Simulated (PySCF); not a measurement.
## Bond length, frequency and bond energy of AlSn⁺ by level of theory

State: ³Π (triplet), unpaired electrons σ ↑, π ↑. Set-up: PySCF, spin-free X2C with a Gaussian nucleus, basis sets Al x2c-SVPall, Sn x2c-SVPall. De refers to Al⁺ + Sn in their high-spin ground configurations, without counterpoise correction. The functionals are run spin-unrestricted. A positive dipole points towards Sn; it is taken about the centre of mass and depends on that origin.

```json
{"Level": "UHF", "Re (Å)": "3.217", "ωe (cm⁻¹)": "123", "De (eV)": "0.72", "μ (D)": "-6.37"}
{"Level": "UHF-MP2", "Re (Å)": "3.088", "ωe (cm⁻¹)": "139", "De (eV)": "0.84", "μ (D)": "n/a"}
{"Level": "UHF-SCS-MP2", "Re (Å)": "3.117", "ωe (cm⁻¹)": "133", "De (eV)": "0.79", "μ (D)": "n/a"}
{"Level": "UHF-CCSD", "Re (Å)": "3.100", "ωe (cm⁻¹)": "140", "De (eV)": "0.85", "μ (D)": "n/a"}
{"Level": "UHF-CCSD(T)", "Re (Å)": "3.074", "ωe (cm⁻¹)": "145", "De (eV)": "0.90", "μ (D)": "n/a"}
{"Level": "PBE", "Re (Å)": "3.006", "ωe (cm⁻¹)": "160", "De (eV)": "1.41", "μ (D)": "-4.66"}
{"Level": "BP86", "Re (Å)": "3.023", "ωe (cm⁻¹)": "155", "De (eV)": "1.34", "μ (D)": "-4.80"}
{"Level": "r²SCAN", "Re (Å)": "2.976", "ωe (cm⁻¹)": "166", "De (eV)": "1.28", "μ (D)": "-4.86"}
{"Level": "B3LYP", "Re (Å)": "3.056", "ωe (cm⁻¹)": "145", "De (eV)": "1.18", "μ (D)": "-5.13"}
{"Level": "PBE0", "Re (Å)": "2.996", "ωe (cm⁻¹)": "161", "De (eV)": "1.28", "μ (D)": "-4.95"}
{"Level": "M06", "Re (Å)": "2.970", "ωe (cm⁻¹)": "168", "De (eV)": "1.30", "μ (D)": "-4.76"}
{"Level": "LC-ωPBE", "Re (Å)": "2.983", "ωe (cm⁻¹)": "164", "De (eV)": "1.10", "μ (D)": "-5.34"}
```

(1) Which functional lies closest to UHF-CCSD(T) in De, which farthest, and by how much do they differ from it?

(2) What does a quarter of exact exchange do here, going from PBE to PBE0?

(3) What does the step from GGA to meta-GGA do here, going from PBE to r²SCAN?

Correlated steps freeze 23 core orbitals. Correlated levels converge slowly with the basis: in double zeta they bind strong bonds too weakly, by up to about 1 eV, and carry superposition errors of some tenths. These are scalar-relativistic numbers at best; spin–orbit coupling would shift them, the dissociation energy most. For an ion De counts to the pair picked by the measured ionisation energies or electron affinities, which need not be the lowest pair at this level. The state was picked by a PBE0 search and need not be the measured ground state.

## Answers

(1) Closest is LC-ωPBE (-9.1 pm in Re, +13.1 % in ωe, +0.20 eV in De against UHF-CCSD(T) in the same basis), farthest PBE (-6.8 pm in Re, +10.3 % in ωe, +0.51 eV in De). CCSD(T) converges more slowly with the basis than the functionals do and binds too weakly in this one, so the order can change at the basis-set limit.

(2) PBE0 less PBE: -1.0 pm in Re, +0.6 % in ωe, -0.13 eV in De. Exact exchange removes part of the self-interaction that spreads semilocal densities, and in most molecules shortens and stiffens the bond and lowers De; so it does here.

(3) r²SCAN less PBE: -3.0 pm in Re, +3.8 % in ωe, -0.13 eV in De.
